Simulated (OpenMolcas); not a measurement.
N III: effect of the basis set

| Property | Result |
| --- | --- |
| Program | OpenMolcas 26.06 |
| Method | RASSCF |
| Active space | 3 electrons in 9 orbitals (RAS2 2s 2p; RAS3 3d, at most 2 electrons) |
| State averaging | 2S+1 = 4 odd, 1 root; 2S+1 = 2 odd, 11 roots; 2S+1 = 4 even, 3 roots; 2S+1 = 2 even, 9 roots |
| Spin-orbit coupling | RASSI with atomic mean-field integrals over the reference wave functions, term energies averaged over their components |

A. ANO-RCC-VTZP [4s3p2d1f], DKH2, point nucleus; cost of the order of 28 core-seconds
B. ANO-R2 [4s4p2d1f], X2C, finite nucleus; cost about 28 core-seconds
C. ANO-RCC-VQZP [5s4p3d2f1g], DKH2, point nucleus; cost roughly 21 core-seconds
D. ANO-RCC [8s7p4d3f2g], DKH2, point nucleus; cost roughly 20 core-seconds

Energies in eV above 2s2 2p 2P* 1/2, the measured ground level; measured values from Moore, Selected Tables of Atomic Spectra, NSRDS-NBS 3, section 5.

```json
{"Level": "2s2 2p 2P* 1/2", "A": "0.0000", "B": "0.0000", "C": "0.0000", "D": "0.0000", "Measured": "0.0000"}
{"Level": "2s2 2p 2P* 3/2", "A": "0.0194", "B": "0.0193", "C": "0.0196", "D": "0.0196", "Measured": "0.0216"}
{"Level": "2s 2p2 4P 1/2", "A": "6.8508", "B": "6.8481", "C": "6.8416", "D": "6.8427", "Measured": ""}
{"Level": "2s 2p2 4P 3/2", "A": "6.8579", "B": "6.8551", "C": "6.8487", "D": "6.8498", "Measured": "7.0977"}
{"Level": "2s 2p2 4P 5/2", "A": "6.8697", "B": "6.8666", "C": "6.8604", "D": "6.8615", "Measured": "7.1078"}
{"Level": "2s 2p2 2D 3/2", "A": "12.7909", "B": "12.7890", "C": "12.7843", "D": "12.7877", "Measured": "12.5262"}
{"Level": "2s 2p2 2D 5/2", "A": "12.7910", "B": "12.7891", "C": "12.7844", "D": "12.7878", "Measured": "12.5254"}
{"Level": "2s 2p2 2S 1/2", "A": "17.0208", "B": "17.0066", "C": "17.0022", "D": "17.0093", "Measured": "16.2425"}
{"Level": "2s 2p2 2P 1/2", "A": "18.5406", "B": "18.5314", "C": "18.5283", "D": "18.5346", "Measured": "18.0863"}
{"Level": "2s 2p2 2P 3/2", "A": "18.5542", "B": "18.5450", "C": "18.5421", "D": "18.5483", "Measured": "18.0999"}
{"Level": "2p3 4S* 3/2", "A": "23.1537", "B": "23.1551", "C": "23.1483", "D": "23.1570", "Measured": "23.1599"}
{"Level": "2p3 2D* 3/2", "A": "25.4797", "B": "25.4764", "C": "25.4713", "D": "25.4799", "Measured": "25.1798"}
{"Level": "2p3 2D* 5/2", "A": "25.4799", "B": "25.4766", "C": "25.4715", "D": "25.4801", "Measured": "25.1780"}
{"Level": "2p3 2P* 1/2", "A": "29.4011", "B": "29.3889", "C": "29.3829", "D": "29.3942", "Measured": "28.5665"}
{"Level": "2p3 2P* 3/2", "A": "29.4020", "B": "29.3897", "C": "29.3837", "D": "29.3950", "Measured": "28.5670"}
```

Deviations, from unrounded energies. A percentage is the sum of absolute deviations over the sum of measured energies, with the sign that they share, or ± where signs differ.

| Against measurement | Levels | A | B | C | D |
| --- | --- | --- | --- | --- | --- |
| mean absolute deviation (cm-1) | 13 | 3100 | 3000 | 3000 | 3100 |
| fine structure of the ground term (%) | 1 | -10.3 | -10.6 | -9.5 | -9.2 |
| other configurations (%) | 12 | ±2.2 | ±2.2 | ±2.2 | ±2.2 |

A, B, C, D lie about equally close to measurement. The largest miss of C in the table is 2p3 2P* 3/2, by +6600 cm-1. The ranking rests on the paired levels alone, and a cruder setting can come out closer through cancelling errors.

Among A to D the level of the table that moves most is 2s 2p2 2S 1/2, by 150 cm-1 (lowest in C, highest in A).

Active for correlation alone: 3d; no level in the range computed is led by a configuration that fills it, so any true level of that kind is missing. Measured partners are found by configuration, term and J. A level has none where our copy of the source lacks it or the pairing is in doubt (some pairs that miss far off the trend of their configuration count as doubtful), and it then counts in no deviation. Levels of configurations outside the active space are missing.

* marks odd parity.
